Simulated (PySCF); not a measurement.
**Correlation energy of N⁺ (nitrogen, charge +1)**

[He] 2s1 2p3, high-spin 5S determinant (an excited configuration). All numbers are calculated (PySCF 2.14, the spin-free X2C one-electron Hamiltonian (Gaussian nucleus), in x2c-TZVPPall). Frozen: 1s2; 4 electrons correlated.

```
  level  correlation energy (mhartree)
   CCSD                         -32.38
    (T)                          -0.16
CCSD(T)                         -32.54
  CCSDT                         -32.56
```

Diagnostics: T1 = 0.0020, D1 = 0.0032, largest double amplitude 0.025.

Problem. Is a single reference adequate?

Solution. Yes: T1 lies below 0.03 and no double amplitude reaches 0.07.
